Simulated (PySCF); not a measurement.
## Polarisability and C₆ of K⁺ (potassium, charge +1)

[Ar], closed-shell 1S. Computed with PySCF 2.14 in x2c-QZVPPall with one added diffuse shell each of s, p, d, f type (12s8p5d4f, 89 functions), with scalar relativity by spin-free X2C-1e. Coupled (time-dependent) response in atomic units; α is the mean over directions.

| method | mean α (bohr³) | C₆ (like pair) | S(−4) |
| --- | --- | --- | --- |
| TPSSh | 5.536 | 23.51 | 5.962 |

S(−4) is the Cauchy moment in α(ω) = α(0) + S(−4) ω² + …

α(iu) at TPSSh:

```tsv
u (hartree)	α(iu) (bohr³)
0	5.536
0.0500	5.521
0.100	5.477
0.200	5.309
0.300	5.054
0.500	4.397
0.750	3.539
1.00	2.806
1.50	1.797
2.00	1.214
3.00	0.6465
5.00	0.2717
```

A single London oscillator, α(iu) = α/(1 + u²/ω²), gives C₆ = (3/4) ω α². Matching the computed C₆ needs ω = 4 × 23.51 / (3 × 5.536²) = 1.02 hartree.

For an ion, C₆ is the dispersion term alone; charge-induced terms of lower order in 1/R come first.
